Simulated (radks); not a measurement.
The numbers below are computed, except where a source is named.
All-electron atom: Sm3.75+ in [Kr] 4d10 4f(up 2.5, down 2.5) 5s2 5p(up 2.75, down 2.5) (fractional occupations, a model configuration).

Level of theory: scalar-relativistic Kohn-Sham, r2SCAN, spin-polarised, spherical densities, finite nucleus; meta-GGA in the generalised Kohn-Sham scheme; Fermi nuclear charge, rms radius 5.0819 fm (a radial shooting solver on a logarithmic mesh with Libxc functionals).

Energy parts (eV):
part                      energy
total                 -283668.51
kinetic                303214.05
electron-nucleus      -688086.95
Hartree                107581.42
exchange-correlation    -6377.03

Orbitals (lengths in bohr, moments of r in powers of bohr; r(max) is where P^2 peaks):
orbital  occ.  eigenvalue (eV)   r(max)   <1/r>
1s up       1        -46787.96  0.01449   68.81
1s down     1        -46787.93  0.01449   68.81
2s up       1        -7702.475  0.08211   15.95
2s down     1        -7702.469  0.08211   15.95
2p up       3        -6872.219  0.06636   14.95
2p down     3        -6872.199  0.06636   14.95
3s up       1        -1729.370   0.2333   5.845
3s down     1        -1729.360   0.2333   5.845
3p up       3        -1468.421   0.2288   5.503
3p down     3        -1468.406   0.2288   5.503
3d up       5        -1115.209   0.1880   5.213
3d down     5        -1115.191   0.1880   5.213
4s up       1        -381.5617   0.5393   2.445
4s down     1        -381.5273   0.5393   2.444
4p up       3        -295.2063   0.5624   2.253
4p down     3        -295.1741   0.5625   2.253
4d up       5        -173.5345   0.5865   1.981
4d down     5        -173.4923   0.5865   1.981
4f up     2.5         -42.9699   0.6041   1.453
4f down   2.5         -42.8692   0.6039   1.455
5s up       1         -82.8488    1.245  0.9653
5s down     1         -82.5245    1.244  0.9657
5p up    2.75         -60.7999    1.391  0.8398
5p down   2.5         -60.4884    1.391  0.8394

The highest occupied level is 4f down at -42.869 eV. Summed over all electrons, <r^2> = 33.15 bohr^2, which gives a Langevin (diamagnetic) susceptibility term of -26.3 x 10^-6 cm^3/mol.
